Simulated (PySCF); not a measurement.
CH8O2Si3, SMILES C[Si@H]1O[SiH2][Si@@H]1O.

Coordinates come from a B3LYP-D3(BJ)/def2-SVP optimisation. The structure was generated by enumeration; whether it is a known compound was not checked. The values are those of a single conformer.

These are B3LYP-D3(BJ)/def2-SVP (PySCF) values and carry that method's errors.

Frequencies are harmonic and unscaled.

```json
[
 {"mode": "1", "ν (cm⁻¹)": "70", "IR (km/mol)": "2.4", "moving atoms (share of kinetic energy)": "O 45 %, H 22 %, Si 18 %, C 16 %"},
 {"mode": "2", "ν (cm⁻¹)": "106", "IR (km/mol)": "5.2", "moving atoms (share of kinetic energy)": "Si 29 %, H 29 %, C 23 %, O 19 %"},
 {"mode": "3", "ν (cm⁻¹)": "142", "IR (km/mol)": "1.6", "moving atoms (share of kinetic energy)": "H 51 %, O 29 %, C 10 %, Si 10 %"},
 {"mode": "4", "ν (cm⁻¹)": "161", "IR (km/mol)": "0.7", "moving atoms (share of kinetic energy)": "H 73 %, O 14 %, Si 13 %"},
 {"mode": "5", "ν (cm⁻¹)": "178", "IR (km/mol)": "6.9", "moving atoms (share of kinetic energy)": "H 32 %, Si 32 %, O 22 %, C 13 %"},
 {"mode": "6", "ν (cm⁻¹)": "256", "IR (km/mol)": "1.0", "moving atoms (share of kinetic energy)": "Si 33 %, H 26 %, O 25 %, C 16 %"},
 {"mode": "7", "ν (cm⁻¹)": "267", "IR (km/mol)": "113.6", "moving atoms (share of kinetic energy)": "H 74 %, O 18 %"},
 {"mode": "8", "ν (cm⁻¹)": "333", "IR (km/mol)": "3.9", "moving atoms (share of kinetic energy)": "Si 60 %, O 33 %"},
 {"mode": "9", "ν (cm⁻¹)": "398", "IR (km/mol)": "7.6", "moving atoms (share of kinetic energy)": "Si 71 %, H 23 %"},
 {"mode": "10", "ν (cm⁻¹)": "408", "IR (km/mol)": "11.8", "moving atoms (share of kinetic energy)": "Si 73 %, H 17 %"},
 {"mode": "11", "ν (cm⁻¹)": "464", "IR (km/mol)": "9.4", "moving atoms (share of kinetic energy)": "H 62 %, Si 35 %"},
 {"mode": "12", "ν (cm⁻¹)": "596", "IR (km/mol)": "30.1", "moving atoms (share of kinetic energy)": "H 84 %, Si 13 %"},
 {"mode": "13", "ν (cm⁻¹)": "640", "IR (km/mol)": "0.4", "moving atoms (share of kinetic energy)": "H 49 %, C 22 %, O 19 %, Si 10 %"},
 {"mode": "14", "ν (cm⁻¹)": "693", "IR (km/mol)": "7.5", "moving atoms (share of kinetic energy)": "H 66 %, O 16 %, Si 14 %"},
 {"mode": "15", "ν (cm⁻¹)": "710", "IR (km/mol)": "22.5", "moving atoms (share of kinetic energy)": "H 83 %, O 8 %"},
 {"mode": "16", "ν (cm⁻¹)": "721", "IR (km/mol)": "13.7", "moving atoms (share of kinetic energy)": "H 51 %, Si 22 %, C 15 %, O 12 %"},
 {"mode": "17", "ν (cm⁻¹)": "747", "IR (km/mol)": "79.8", "moving atoms (share of kinetic energy)": "H 62 %, Si 21 %, C 13 %"},
 {"mode": "18", "ν (cm⁻¹)": "764", "IR (km/mol)": "24.8", "moving atoms (share of kinetic energy)": "H 68 %, Si 17 %, C 9 %"},
 {"mode": "19", "ν (cm⁻¹)": "767", "IR (km/mol)": "105.4", "moving atoms (share of kinetic energy)": "H 77 %, O 16 %"},
 {"mode": "20", "ν (cm⁻¹)": "849", "IR (km/mol)": "499.5", "moving atoms (share of kinetic energy)": "H 43 %, Si 27 %, O 26 %"},
 {"mode": "21", "ν (cm⁻¹)": "899", "IR (km/mol)": "45.6", "moving atoms (share of kinetic energy)": "H 62 %, O 25 %, Si 11 %"},
 {"mode": "22", "ν (cm⁻¹)": "900", "IR (km/mol)": "89.0", "moving atoms (share of kinetic energy)": "H 38 %, O 38 %, Si 23 %"},
 {"mode": "23", "ν (cm⁻¹)": "909", "IR (km/mol)": "132.2", "moving atoms (share of kinetic energy)": "H 76 %, Si 11 %, C 10 %"},
 {"mode": "24", "ν (cm⁻¹)": "916", "IR (km/mol)": "234.1", "moving atoms (share of kinetic energy)": "H 44 %, O 34 %, Si 22 %"},
 {"mode": "25", "ν (cm⁻¹)": "972", "IR (km/mol)": "41.7", "moving atoms (share of kinetic energy)": "H 90 %"},
 {"mode": "26", "ν (cm⁻¹)": "1266", "IR (km/mol)": "18.0", "moving atoms (share of kinetic energy)": "H 78 %, C 21 %"},
 {"mode": "27", "ν (cm⁻¹)": "1425", "IR (km/mol)": "3.3", "moving atoms (share of kinetic energy)": "H 96 %"},
 {"mode": "28", "ν (cm⁻¹)": "1432", "IR (km/mol)": "5.2", "moving atoms (share of kinetic energy)": "H 96 %"},
 {"mode": "29", "ν (cm⁻¹)": "2188", "IR (km/mol)": "162.1", "moving atoms (share of kinetic energy)": "H 97 %"},
 {"mode": "30", "ν (cm⁻¹)": "2198", "IR (km/mol)": "179.5", "moving atoms (share of kinetic energy)": "H 97 %"},
 {"mode": "31", "ν (cm⁻¹)": "2208", "IR (km/mol)": "81.4", "moving atoms (share of kinetic energy)": "H 96 %"},
 {"mode": "32", "ν (cm⁻¹)": "2218", "IR (km/mol)": "146.6", "moving atoms (share of kinetic energy)": "H 97 %"},
 {"mode": "33", "ν (cm⁻¹)": "3028", "IR (km/mol)": "2.6", "moving atoms (share of kinetic energy)": "H 97 %"},
 {"mode": "34", "ν (cm⁻¹)": "3120", "IR (km/mol)": "3.2", "moving atoms (share of kinetic energy)": "H 91 %, C 9 %"},
 {"mode": "35", "ν (cm⁻¹)": "3128", "IR (km/mol)": "3.2", "moving atoms (share of kinetic energy)": "H 91 %, C 9 %"},
 {"mode": "36", "ν (cm⁻¹)": "3868", "IR (km/mol)": "97.1", "moving atoms (share of kinetic energy)": "H 94 %"}
]
```
